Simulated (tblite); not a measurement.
C₆H₁₆OSi₂.
Numbering: `[CH3:1][CH2:2][SiH2:3][C@@H:4]1[CH2:5][O:6][C@@H:7]([SiH3:8])[CH2:9]1` (hydrogens: H10, H11, H12 on C1; H13, H14 on C2; H15, H16 on Si3; H17 on C4; H18, H19 on C5; H20 on C7; H21, H22, H23 on Si8; H24, H25 on C9)

Structure used (GFN2-xTB), in Å, numbered top down from 1:
```xyz
25
C6H16OSi2 angstrom
C      2.8896    1.1565   -0.4765
C      2.6692   -0.3015   -0.8692
Si     1.5869   -1.2613    0.3696
C     -0.1145   -0.4256    0.5031
C     -1.1348   -1.1875    1.3431
O     -2.3985   -0.6780    0.9863
C     -2.3355   -0.1624   -0.3577
Si    -2.9488    1.6322   -0.1588
C     -0.8785   -0.3090   -0.8158
H      1.9444    1.6929   -0.4351
H      3.5319    1.6595   -1.1978
H      3.3603    1.2227    0.5016
H      3.6371   -0.7969   -0.9543
H      2.2196   -0.3365   -1.8633
H      1.4128   -2.6405   -0.1051
H      2.2202   -1.2706    1.6943
H     -0.0207    0.5765    0.9341
H     -1.0911   -2.2652    1.1206
H     -1.0044   -1.0497    2.4185
H     -2.9983   -0.7715   -0.9851
H     -4.2104    1.6041    0.5709
H     -1.9377    2.3719    0.5996
H     -3.1061    2.2443   -1.4834
H     -0.5500    0.5383   -1.4164
H     -0.7534   -1.2186   -1.4091
```

All values are computed: GFN2-xTB (tblite) harmonic vibrations without scaling, gas phase. Against measured fundamentals such values can be off by several per cent, at times by over 20. Modes of hydrogen on silicon can be 10 to 20 % off. One conformer, not necessarily the lowest.

Harmonic wavenumbers (cm⁻¹): 31.6, 46.8, 62.2, 86.5, 112.1, 138.8, 171.6, 219.4, 227.4, 249.1, 295.3, 337.1, 451.4, 508.1, 528.9, 553.8, 589.0, 660.7, 684.6, 713.0, 720.1, 752.6, 760.7, 774.7, 782.5, 791.1, 822.7, 912.6, 948.3, 977.5, 979.4, 1020.6, 1038.0, 1050.6, 1072.8, 1076.6, 1096.8, 1153.9, 1206.0, 1217.8, 1240.9, 1249.3, 1255.4, 1265.7, 1291.5, 1315.8, 1325.5, 1417.9, 1485.0, 1493.9, 1499.7, 1510.0, 1513.1, 2220.3, 2229.2, 2230.7, 2255.0, 2317.7, 2847.3, 2871.0, 2929.8, 2951.3, 2969.4, 2974.1, 2988.3, 2997.6, 3014.3, 3030.0, 3036.4.

A = 1918, B = 605.1, C = 507.1 MHz; mass 160.074 u (most abundant isotopes); point group C1, symmetry number 1.

What is the zero-point energy?

Half the sum of the wavenumbers: 43774 cm⁻¹ = 523.66 kJ/mol.

What is S at 500 K and 1 bar for an ideal gas of classical rigid rotors and harmonic oscillators?

Translation 182.90, rotation 134.81, vibration 294.14: S = 611.9 J/(mol K).

And Cp and H(500 K) − H(0)?

Cp = 313.21 J/(mol K), of which vibrations give 279.95 (their classical limit is 69 R = 573.7); H(500 K) − H(0) = 89.61 kJ/mol without the zero-point energy, 72.98 from vibrations.

Which modes carry the vibrational entropy at 500 K?

31.6 cm⁻¹: 28.25; 46.8 cm⁻¹: 24.99; 62.2 cm⁻¹: 22.63; 86.5 cm⁻¹: 19.90; 112.1 cm⁻¹: 17.76; 138.8 cm⁻¹: 16.00 J/(mol K); the other 63 give 164.61 together.

How do the functions run with temperature in this model?

```csv
T (K),S (J/(mol K)),Cp (J/(mol K)),H − H(0) (kJ/mol),G − H(0) (kJ/mol),ln q(vib)
150,368.9,123.1,12.24,-43.10,5.16
250,444.4,178.5,27.24,-83.85,8.90
298.15,478.3,207.3,36.53,-106.06,10.64
400,547.4,264.9,60.63,-158.32,14.28
600,672.6,353.2,123.00,-280.57,21.30
900,833.4,438.2,242.79,-507.23,31.22
```

q(vib) and H(0) count from the zero-point level.

Hindered rotation and anharmonicity are outside this model. Other conformers, if any are populated, would add a mixing term that is left out. The structure is chiral; the term R ln 2 for an equal mix with its mirror image is left out.
